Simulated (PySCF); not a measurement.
Precursor series Ti Br-H. Isolated molecules, 0 K electronic values unless said otherwise.

The numbers are results of B3LYP-D3(BJ)/def2-TZVP // TPSS-D3(BJ)/def2-SVP in PySCF, not measurements. B3LYP has the VWN-RPA correlation part, as in Gaussian. 

```tsv
species	coordination number	charge on the central atom (Mulliken) (e)	HOMO–LUMO gap (eV)
0 of 4 Br replaced by H ([Ti(Br)4])	4	0.95	4.52
2 of 4 Br replaced by H ([Ti(Br)2(H)2])	4	0.80	___
3 of 4 Br replaced by H ([Ti(Br)(H)3])	___	___	5.37
4 of 4 Br replaced by H	4	0.61	5.40
```

Q: Fill in the missing entries.

A: 
- 2 of 4 Br replaced by H ([Ti(Br)2(H)2]), HOMO–LUMO gap (eV): 5.15
- 3 of 4 Br replaced by H ([Ti(Br)(H)3]), coordination number: 4
- 3 of 4 Br replaced by H ([Ti(Br)(H)3]), charge on the central atom (Mulliken) (e): 0.71
